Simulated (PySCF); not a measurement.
W(CO)6, SMILES [O+]#[C-]->[W](<-[C-]#[O+])(<-[C-]#[O+])(<-[C-]#[O+])(<-[C-]#[O+])<-[C-]#[O+] (PBE0/def2-SVP optimised geometry):

```
13

W      0.000     0.000     0.000
O      0.000    -3.073     0.951
C      0.000    -1.982     0.614
O      0.004    -0.950    -3.073
C      0.002    -0.613    -1.982
O      3.217    -0.001    -0.001
C      2.074     0.000     0.000
O     -3.217     0.000     0.000
C     -2.074     0.000     0.000
O     -0.004     0.951     3.073
C     -0.002     0.613     1.982
O      0.000     3.073    -0.951
C      0.000     1.982    -0.613
```

Level of theory: PBE0/def2-TZVP, def2 effective core potentials past Kr (PySCF 2.14.0).

What are the frontier orbital energies and the dipole moment?

HOMO-2 -7.16 eV, HOMO-1 -7.16 eV, HOMO -7.16 eV, LUMO -1.99 eV, LUMO+1 -1.99 eV; dipole moment 0.00 D.

On the same geometry PBE/def2-TZVP, def2 effective core potentials past Kr (PySCF 2.14.0) gives HOMO-2 -6.33 eV, HOMO-1 -6.33 eV, HOMO -6.33 eV, LUMO -2.84 eV, LUMO+1 -2.84 eV; dipole moment 0.00 D.
